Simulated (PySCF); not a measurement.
AlI₃, SMILES [I][Al]([I])[I]. The structure is a stationary point at PBE0-D3(BJ)/def2-SVP. The isomer is the one that the SMILES or the coordinates give; other isomers of the formula were not compared. The def2 effective core potentials stand for the cores of I; spin–orbit coupling is left out.

Computed equilibrium geometry at PBE0-D3(BJ)/def2-SVP (PySCF confirms it by a frequency run) as a Z-matrix, and its point group:
point group D3h.
```
Al
I 1 2.4527
I 1 2.4527 2 120.00
I 1 2.4527 2 120.00 3 180.00
```
Charge 0, spin multiplicity 1.
